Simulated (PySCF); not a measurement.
Mo(Me)4 (C4H12Mo), SMILES [CH3][Mo]([CH3])([CH3])[CH3] (connectivity only; charge and spin as stated), neutral, multiplicity 3.

Geometry optimised at PBE0-D3(BJ)/def2-SVP. The spin state was assumed, not searched. The def2 effective core potentials stand for the cores of Mo; spin–orbit coupling is left out.

Method: PBE0-D3(BJ)/def2-SVP (PySCF).

Frequencies are harmonic and unscaled.

Modes within 1.5 cm⁻¹ of each other (mostly degenerate sets) share a row, with their intensities summed.

| mode | ν (cm⁻¹) | IR (km/mol) | moving atoms (share of kinetic energy) |
|---|---|---|---|
| 1–5 | 119 | 1.8 | C 49 %, H 32 %, Mo 19 % |
| 6 | 147 | 0.0 | H 100 % |
| 7–9 | 153 | 0.0 | H 99 % |
| 10–12 | 506 | 0.0 | H 87 %, C 13 % |
| 13–15 | 534 | 89.3 | C 58 %, H 30 %, Mo 12 % |
| 16 | 542 | 0.0 | C 78 %, H 22 % |
| 17–21 | 635 | 186.5 | H 77 %, C 23 % |
| 22–24 | 1180 | 1.3 | H 77 %, C 22 % |
| 25 | 1198 | 0.0 | H 80 %, C 20 % |
| 26–28 | 1389 | 0.0 | H 94 % |
| 29–31 | 1397 | 40.6 | H 94 % |
| 32–33 | 1398 | 0.0 | H 95 % |
| 34–36 | 2999 | 12.1 | H 98 % |
| 37 | 3003 | 0.0 | H 97 % |
| 38–42 | 3107 | 0.0 | H 91 %, C 9 % |
| 43–45 | 3111 | 42.1 | H 91 %, C 9 % |
